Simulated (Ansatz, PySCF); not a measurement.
HSi, SMILES [SiH] (connectivity only; charge and spin as stated), neutral, multiplicity 2. Atoms are numbered in the order given.

```xyz
2

Si     0.0000     0.0000    -0.1080
H      0.0000     0.0000     1.4216
```
Charge 0, spin multiplicity 2.

Geometry: r2SCAN-D4/def2-TZVPD.

Two levels are set side by side: PBE-D3(BJ)/def2-TZVPD (Ansatz, a program for electronic structure) and r2SCAN-D4/def2-TZVPD (Ansatz). Each level has its own optimised geometry; the coordinates shown are those of the second. Frequencies come from the Hessian of PySCF at each geometry. Differences are taken from unrounded values.

```tsv
quantity	r2SCAN-D4	PBE-D3(BJ)	PBE-D3(BJ) minus r2SCAN-D4
bond Si1–H2 (Å)	1.530	1.545	0.015
highest harmonic wavenumber (cm⁻¹)	2020	1950	-70
mean harmonic wavenumber (cm⁻¹)	2020	1950	-70
zero-point energy (kcal/mol)	2.89	2.79	-0.10
```
